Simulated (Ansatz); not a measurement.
Program: Ansatz. Geometries: PBE0-D4/def2-TZVP. ΔE: electronic, gas phase. CCSD(T)/CBS adds triple-zeta CCSD(T) − MP2 to the extrapolated MP2 energy (def2 sets, frozen cores). This one scheme is used for every species. Functionals use def2-TZVPP. For Br outer-core shells are correlated without core-valence functions, which leaves a few kJ/mol of doubt a bond. Scalar relativity is left out up to krypton. Each species was taken in one conformer, which may not be the lowest.

Reaction (ligand exchange at the Al–Br bond): `[F][Al]([SH])[Br]` + H₂S → `[F][Al]([SH])[SH]` + HBr

| species | PBE-QIDH energy (Eh) |
| --- | --- |
| `[F][Al]([SH])[Br]` | -3314.34894 |
| H₂S | -399.17744 |
| `[F][Al]([SH])[SH]` | -1139.35746 |
| HBr | -2574.15055 |

(1) Work out ΔE.

Largest T1 diagnostic among the species: 0.012.

## Answers

(1) ΔE = (-1139.35746) + (-2574.15055) − (-3314.34894) − (-399.17744) = 0.01837 Eh = +48.2 kJ/mol. CCSD(T)/CBS gives +49.0 kJ/mol.

From PBE to PBE0 (25 % exact exchange), in def2-TZVPP and without D4, ΔE moves by +3.4 kJ/mol. In def2-TZVPP, CCSD(T) changes the Hartree–Fock value by −10.6 kJ/mol (the triples alone add −1.7 kJ/mol) and MP2 by −9.1 kJ/mol. Leaving LDA and LC-ωPBE aside and taking each functional with its dispersion term where it has one, the values, not all of them listed here, spread over 9.6 kJ/mol, from revPBE-D4 to BHLYP-D4.
